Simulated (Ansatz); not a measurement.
Hg4S3. Charge 0, multiplicity 1. Geometry r2SCAN-D4/def2-SVP, basis def2-TZVP, Ansatz.

```tsv
atom	x (Å)	y (Å)	z (Å)
Hg1	-0.507	-0.197	2.187
Hg2	-0.512	0.450	-0.940
Hg3	-1.885	1.645	-3.419
Hg4	1.940	-1.058	0.430
S5	1.566	-0.403	-1.844
S6	-2.128	0.898	0.804
S7	1.525	-1.335	2.782
```

```tsv
run	HOMO (eV)	LUMO (eV)
A	-6.04	-3.92
B	-7.12	-2.83
C	-5.84	-3.59
D	-6.08	-3.47
E	-6.94	-2.89
F	-9.25	-0.15
```

In the def2 sets Hg takes a core potential; there is no spin–orbit coupling. The structure comes from a short search, and lower isomers may exist.

Problem. The runs used HF, LDA (SPW92), PBE, PBE0, r2SCAN, r2SCAN0. Estimate which is which.

Solution. A LDA (SPW92) (0 % exact exchange); B r2SCAN0 (25 % exact exchange); C PBE (0 % exact exchange); D r2SCAN (0 % exact exchange); E PBE0 (25 % exact exchange); F HF (100 % exact exchange). Exact exchange lowers occupied and raises empty levels; among semilocal functionals meta-GGAs tend to open the gap a little, and such runs are hard to tell apart. The gap grows from 2.12 eV (LDA (SPW92)) to 9.11 eV (HF).
